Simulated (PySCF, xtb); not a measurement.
Al(Cl)2(SMe) (CH3AlCl2S), SMILES C[S][Al]([Cl])[Cl]. One conformer was computed; it need not be the lowest.

Harmonic wavenumbers (cm⁻¹) from GFN2-xTB (xtb 6.7.1) at its own minimum, in rising order: 62, 97, 98, 117, 188, 194, 365, 563, 630, 703, 939, 950, 1313, 1435, 1450, 3024, 3047, 3049.

Q: What does PySCF with PBE0-D3(BJ)/def2-SVP give at its own minimum? (An estimate is asked for; the answer gives what the named calculation found.)

A: 37, 74, 113, 143, 190, 215, 375, 608, 625, 721, 968, 983, 1338, 1452, 1456, 3078, 3197, 3200. Paired by order, the mean absolute difference is 36 cm⁻¹ and the zero-point energies are 26.1 and 26.8 kcal/mol.
